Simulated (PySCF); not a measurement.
Spin-orbit coupling and the fourth ionisation energy along the 5d series

Two-component X2C-1e calculated with PySCF 2.14: MP2 on generalised Hartree-Fock spinors (GMP2), with spin-orbit coupling off and on (screened by Boettger's factors); no Breit or QED terms. Values in eV; the references (NIST) lie between the lowest levels. Elements whose determinants are no pure J levels are left out.

| element | configurations | spin-free | with spin-orbit | shift | reference |
| --- | --- | --- | --- | --- | --- |
| Hf (x2c-QZVPPall-2c, [Kr] 4d10 4f14 frozen) | [Xe] 4f14 5d1 → [Xe] 4f14 | 32.559 | 32.894 | 0.336 | 33.37 ± 0.025 (s) |
| Pt (x2c-QZVPPall-2c, [Kr] 4d10 4f14 frozen) | [Xe] 4f14 5d7 → [Xe] 4f14 5d6 | 43.998 | 44.088 | 0.090 | 43 ± 1.7 (t) |
| Au (x2c-QZVPPall-2c, [Kr] 4d10 4f14 frozen) | [Xe] 4f14 5d8 → [Xe] 4f14 5d7 | 46.255 | 45.771 | -0.485 | 45 ± 1.7 (t) |
| Hg (x2c-QZVPPall-2c, [Kr] 4d10 4f14 frozen) | [Xe] 4f14 5d9 → [Xe] 4f14 5d8 | 48.547 | 47.840 | -0.706 | 48.55 ± 0.15 |

Problem. Estimate the missing row, Ir (x2c-QZVPPall-2c, [Kr] 4d10 4f14 frozen).

Solution. The calculation gives spin-free 41.004; with spin-orbit 41.456; shift 0.452. The reference value is 40 ± 1.7 (t).

The largest shift is at Hg, -0.706 eV, where spin-orbit coupling lowers the species with fewer electrons by more than the one with more (starting occupations 5d3/2^4 5d5/2^5 and 5d3/2^4 5d5/2^4).

What remains against the references is mostly the basis and correlation beyond MP2. References marked (s) are semi-empirical, (t) theoretical.
